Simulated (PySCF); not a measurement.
## Dipole response of W (tungsten, neutral)

[Xe] 4f14 5d4 6s2, high-spin 5D determinant. All numbers are calculated (PySCF 2.14, scalar relativity through the core potential, in def2-QZVPPD with the def2 core potential (60 electrons) (7s6p4d3f2g, 84 functions)). Coupled (time-dependent) response in atomic units; α is the mean over directions.

| method | mean α (bohr³) | α xx, yy, zz | C₆ (like pair) | S(−4) |
| --- | --- | --- | --- | --- |
| BHandHLYP | 73.58 | 74.79, 74.79, 71.14 | 899.9 | 2099 |
| MN15 | 65.23 | 65.88, 65.88, 63.94 | 784.2 | 1496 |

S(−4) is the Cauchy moment in α(ω) = α(0) + S(−4) ω² + …

Reference α: 68 ± 15 bohr³ (recommended; Schwerdtfeger and Nagle, table of static dipole polarizabilities (2023 update)). Published C₆: 757.0 (Gould and Bucko (2016)).

Spin-orbit coupling is absent.

α(iu) at MN15:

| u (hartree) | α(iu) (bohr³) |
| --- | --- |
| 0 | 65.23 |
| 0.0500 | 61.74 |
| 0.100 | 53.55 |
| 0.200 | 36.66 |
| 0.300 | 25.73 |
| 0.500 | 15.03 |
| 0.750 | 9.310 |
| 1.00 | 6.447 |
| 1.50 | 3.690 |
| 2.00 | 2.408 |
| 3.00 | 1.255 |
| 5.00 | 0.5115 |

A single London oscillator, α(iu) = α/(1 + u²/ω²), gives C₆ = (3/4) ω α². Matching the computed C₆ needs ω = 4 × 784.2 / (3 × 65.23²) = 0.246 hartree.

The components differ because the open shell of this determinant is not spherical; for a pure term their mean is the scalar polarisability.

Energies and moments cover only the electrons outside the core potential. Spin-orbit coupling, absent here, splits the open shell strongly.
